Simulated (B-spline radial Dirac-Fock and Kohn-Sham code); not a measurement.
# The K (1s) hole of rhodium ions: width and yield against charge

Level of theory: independent-particle radiative and Coulomb Auger rates from relativistic LDA hole-state orbitals, with Dirac-Fock energies; a radial atomic solver. Tabulated ground configurations, configuration averages; single configurations, so decays that open only by mixing (as 1s 2s² with 1s 2p² in Be-like ions) are missing and such tiny yields are far too low.

```
 ion  configuration  radiative (eV)  non-radiative (eV)  yield
  Rh   [Kr] 4d8 5s1            4.54                1.09  0.807
 Rh⁺       [Kr] 4d8            4.54                1.09  0.807
Rh²⁺       [Kr] 4d7            4.55                1.09  0.807
Rh³⁺       [Kr] 4d6            4.55                1.09  0.807
Rh⁴⁺       [Kr] 4d5            4.55                1.09  0.807
Rh⁵⁺       [Kr] 4d4            4.56                1.09  0.806
Rh⁶⁺       [Kr] 4d3            4.56                1.09  0.806
Rh⁷⁺       [Kr] 4d2            4.56                1.10  0.806
```

Values without a named source are computed, but for edge energies of neutral atoms, which are taken from tables.
